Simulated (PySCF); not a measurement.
# Broadened absorption spectrum of C4H11NO2Si

Compound: C4H11NO2Si.
Atom-mapped SMILES: `[CH3:1]/[N:2]=[CH:3]/[SiH:4]([O:5][CH3:6])[O:7][CH3:8]` (hydrogens: H9, H10, H11 on C1; H12 on C3; H13 on Si4; H14, H15, H16 on C6; H17, H18, H19 on C8)

Level of theory: PySCF 2.14.0, density-fitted response routines, TDDFT wB97X-D/def2-SVPD, vertical, gas phase, core orbitals frozen in the response. One conformer (not necessarily the lowest) at the PBE0-D3(BJ)/def2-SVP geometry, without solvent, vibrations or thermal averaging. Torsions of this conformer, `[CH3:1]/[N:2]=[CH:3]/[SiH:4]([O:5][CH3:6])[O:7][CH3:8]`: N2–C3–Si4–O5 57°, C3–Si4–O5–C6 -70°, C3–Si4–O7–C8 -179°.

Broadening: Gaussians 0.5 eV wide at half height, area fixed by f = 4.319×10⁻⁹ ∫ε dν̃. The cross-section is σ = 3.8235×10⁻²¹ ε cm², given in Mb (10⁻¹⁸ cm²). The width is an assumption, not a result. The curve ends short of the highest state used, and states not computed would add to its high-energy end.

λ (nm), σ (Mb) and a bar:
```
    164.7      39.30 ##############################
    170.8      38.81 ##############################
    177.0      36.54 ############################
    183.1      15.71 ############
    189.3       2.64 ##
    195.5       0.26 
    201.6       0.04 
    207.8       0.01 
    213.9       0.00 
    220.1       0.00 
    226.3       0.00 
    232.4       0.00 
    238.6       0.00 
    244.7       0.00 
    250.9       0.01 
    257.1       0.05 
    263.2       0.13 
    269.4       0.27 
    275.5       0.41 
    281.7       0.50 
    287.9       0.49 
    294.0       0.41 
    300.2       0.28 
    306.3       0.17 
    312.5       0.09 
    318.7       0.04 
    324.8       0.02 
    331.0       0.01 
    337.1       0.00 
    343.3       0.00
```

Task: Locate the maxima and give the states behind the curve.

Result: 284 nm (4.36 eV), ε about 130, made up of S1 (100%); 174 nm (7.14 eV), ε about 10000, made up of S3 (57%) and S4 (29%) (ε in L mol⁻¹ cm⁻¹; maxima over ε = 5, shares over 10%). At its high-energy end, 7.53 eV, the curve is still rising (ε about 10000, from S6, S7 and S8). The states used: S1 4.36 eV (f 0.0025); S2 6.44 eV (f 0.0004); S3 7.01 eV (f 0.129); S4 7.18 eV (f 0.057); S5 7.44 eV (f 0.015); S6 7.49 eV (f 0.054); S7 7.57 eV (f 0.076); S8 7.85 eV (f 0.066); S9 7.98 eV (f 0.042); S10 8.13 eV (f 0.060).

Task: Coming from long wavelengths, where does ε first pass 100 L mol⁻¹ cm⁻¹?

Result: At about 295 nm (4.20 eV), 0.16 eV below S1.

Task: On this curve, what absorbance would a 10⁻⁵ mol/L sample give at 266 nm over a 1 cm path?

Result: 266 nm is 4.661 eV, where ε is about 49 L mol⁻¹ cm⁻¹, so A = ε c l ≈ 0.00049 (Beer–Lambert, with the gas-phase spectrum and the assumed width).

Task: What would ε be at 7.14 eV, the highest of these maxima, with half the width (0.25 eV)?

Result: About 12700 L mol⁻¹ cm⁻¹ against 10500, a factor of about 1.2; a lone state at its own centre would give exactly 2.

The vertical ionisation energy (ΔSCF) is 9.17 eV, 1.04 eV above S10.

Hardware: one thread of an Arm Neoverse V2, no GPU, shared host with 96 logical CPUs at a one-minute load of 80. Cost: 4.9 min, 1.4 GiB resident at most.
